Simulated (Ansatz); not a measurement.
Compare A (`C/C(F)=N/[SiH3]`) with its isomer B (`N/C=C(\F)[SiH3]`).

Computed with Ansatz on PBE0-D4/def2-TZVP structures; ΔE is electronic, products minus reactants. CCSD(T)/CBS is the MP2 limit (def2-TZVPP, def2-QZVPP) plus CCSD(T) − MP2 in def2-TZVPP, frozen cores. Double bonds are as drawn, so ΔE can hold a change between cis and trans. Functionals use def2-TZVPP. B3LYP here is the variant with VWN-RPA as its local correlation; programs differ in this. Each species was taken in one conformer, which may not be the lowest.

**Question.** Which is lower in electronic energy at CCSD(T)/CBS, and by how much? (An estimate is asked.)

**Answer.** Computed: A, by 105.7 kJ/mol.

**Question.** Give E(B) − E(A) in kJ/mol with HF/def2-TZVPP, B3LYP-D4, MP2/def2-TZVPP, B3LYP, CCSD(T)/def2-SVP, CCSD(T)/def2-TZVPP, ωB97M-V. (Estimate.)

**Answer.** The calculation gave: HF/def2-TZVPP 123.5, B3LYP-D4 104.7, MP2/def2-TZVPP 116.6, B3LYP 105.4, CCSD(T)/def2-SVP 117.1, CCSD(T)/def2-TZVPP 111.8, ωB97M-V 108.0. None reverses the order clearly.

**Question.** Does the order hold for the free energy at 298.15 K (harmonic terms from PBE0-D4)? (An estimate is asked.)

**Answer.** Ansatz gave: Yes: G(B) − G(A) = +111.2 kJ/mol, for one conformer each. Modes under 60 cm⁻¹, often nearly free rotors, make the harmonic entropy too high.

Largest T1 diagnostic: 0.013.

From BLYP to BHLYP (50 % exact exchange), in def2-TZVPP and without D4, E(B) − E(A) moves by +7.3 kJ/mol. In def2-TZVPP, CCSD(T) changes the Hartree–Fock value by −11.7 kJ/mol (the triples alone add −0.7 kJ/mol) and MP2 by −6.9 kJ/mol.
